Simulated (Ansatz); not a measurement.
Two structures of Si2H10O2, singlet, reached by relaxing down either side of one saddle point (PBE0-D4/def2-TZVP). Energies are electronic, without zero-point energy. Program: Ansatz 0.2.0. Basis: def2-TZVPP and def2-QZVPP. Cores are frozen in the correlated methods. Extrapolation: Hartree–Fock as exp(−7.88 √X), correlation as X^−2.97. First:

Si1  (-0.757, -0.664, 1.251)
H2  (0.349, 0.283, 1.585)
H3  (-0.158, -1.995, 0.972)
H4  (-1.566, -0.793, 2.497)
Si5  (-2.042, 0.147, -0.529)
H6  (1.527, 0.064, -1.007)
O7  (0.748, -0.361, -1.405)
H8  (2.264, 0.856, 0.940)
O9  (2.751, 0.893, 0.110)
H10  (-3.436, 0.386, -0.050)
H11  (-1.513, 1.443, -1.021)
H12  (-2.114, -0.841, -1.634)
H13  (1.031, -1.243, -1.657)
H14  (2.916, 1.825, -0.053)
(Å)

Second:

Si1  (-0.361, -1.494, -0.044)
H2  (0.813, 0.900, 2.725)
H3  (-0.769, -2.646, -0.899)
H4  (-0.581, -1.906, 1.372)
Si5  (-1.634, 0.393, -0.584)
H6  (1.554, 0.683, -0.459)
O7  (1.261, -1.174, -0.291)
H8  (0.935, 1.257, 2.080)
O9  (1.283, 1.613, -0.458)
H10  (-1.547, 1.467, 0.432)
H11  (-1.303, 0.901, -1.940)
H12  (-3.040, -0.111, -0.620)
H13  (1.886, -1.833, 0.014)
H14  (1.502, 1.949, -1.329)
(Å)

Question: Which bonds change from the first to the second?

Answer: Si₂H₆ ([SiH3][SiH3]) + H₂O + H₂O → Si₂H₆O ([OH][SiH2][SiH3]) + H₂O + H₂; bonds formed: Si1–O7, H2–H8, H6–O9; bonds broken: Si1–H2, H6–O7, H8–O9.

Question: Give the saddle point's structure and its height above each. (Judge from chemistry; the value comes from the calculation.)

Answer: Computed: 155.4 kJ/mol above the first and 200.3 kJ/mol above the second (CCSD(T) at an estimated basis limit (MP2 extrapolated from triple and quadruple zeta, plus CCSD(T) − MP2 in triple zeta)).
| atom | x (Å) | y (Å) | z (Å) |
| --- | --- | --- | --- |
| Si1 | -0.2727 | -0.9257 | 0.2915 |
| H2 | 0.2608 | 0.5972 | 0.9269 |
| H3 | -0.4918 | -2.2274 | -0.4806 |
| H4 | -0.2176 | -1.4538 | 1.6845 |
| Si5 | -2.2082 | 0.2862 | -0.2141 |
| H6 | 2.0129 | 0.1582 | -0.2980 |
| O7 | 1.2488 | -0.7380 | -0.6367 |
| H8 | 1.3294 | 1.0305 | 0.7727 |
| O9 | 2.3402 | 1.0944 | 0.3285 |
| H10 | -2.6135 | 1.1177 | 0.9545 |
| H11 | -1.8831 | 1.2259 | -1.3297 |
| H12 | -3.3758 | -0.5322 | -0.6519 |
| H13 | 1.4999 | -1.5224 | -1.1320 |
| H14 | 2.3708 | 1.8893 | -0.2158 |

T1 diagnostic: at most 0.013.

Labels in which every atom is bracketed show which atoms are joined, not bond orders.

For scale, one of the runs: CCSD(T)/def2-TZVPP, 286 basis functions, launched by `ansatz run in.yaml --threads 8 --pin off --events-out ev --progress --plain --max-ram 19148MiB`. The run took 120 s on 8 CPU threads of an Arm Neoverse V2 (shared host), with 8.4 GiB of host memory at its peak.
